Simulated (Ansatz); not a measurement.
Reaction: SiPH5 (SMILES P[SiH3]) + H+ → SiPH6+ (SMILES [SiH3][PH3+])
Each species at its own B3LYP-D3(BJ)/def2-TZVP minimum (Ansatz, an electronic-structure program).

Property: proton affinity (electronic), positive where energy is released, in kJ/mol. Open shells are spin-unrestricted; no spin-orbit coupling. CBS(X,Y): correlation extrapolated as X^-3, Hartree-Fock from the larger set. A bracket is a step between two methods taken in the basis named. The functionals are non-relativistic, so their misses hold any scalar relativity. Double hybrids freeze cores in their MP2 part. '+ core + X2C': CCSD(T) terms for core correlation (cc-pwCVTZ, 1s frozen past Ne) and scalar relativity (cc-pVTZ-DK).

CCSD(T)/CBS(cc-pV(T+d)Z,cc-pV(Q+d)Z) + [CCSDT(Q) - CCSD(T)]/cc-pV(T+d)Z + core + X2C (Ansatz) gives 853.5 kJ/mol.

### Question
How far off this value is PBE/def2-TZVPD (Ansatz), in which direction, and which of these levels come nearer: r2SCAN/def2-TZVPD, B3LYP/def2-TZVPD, wB97M-V/def2-TZVPD, B2PLYP/def2-TZVPD, CCSD(T)/CBS(cc-pV(T+d)Z,cc-pV(Q+d)Z) + core + X2C?

### Answer
PBE gives 847.7 kJ/mol, 5.8 kJ/mol below it. Differences of the others: r2SCAN/def2-TZVPD (Ansatz) 1.8; B3LYP/def2-TZVPD (Ansatz) 7.6; wB97M-V/def2-TZVPD (Ansatz) -11.7; B2PLYP/def2-TZVPD (Ansatz) 4.8; CCSD(T)/CBS(cc-pV(T+d)Z,cc-pV(Q+d)Z) + core + X2C (Ansatz) 0.5 kJ/mol. Nearer than PBE: r2SCAN/def2-TZVPD, B2PLYP/def2-TZVPD, CCSD(T)/CBS(cc-pV(T+d)Z,cc-pV(Q+d)Z) + core + X2C.
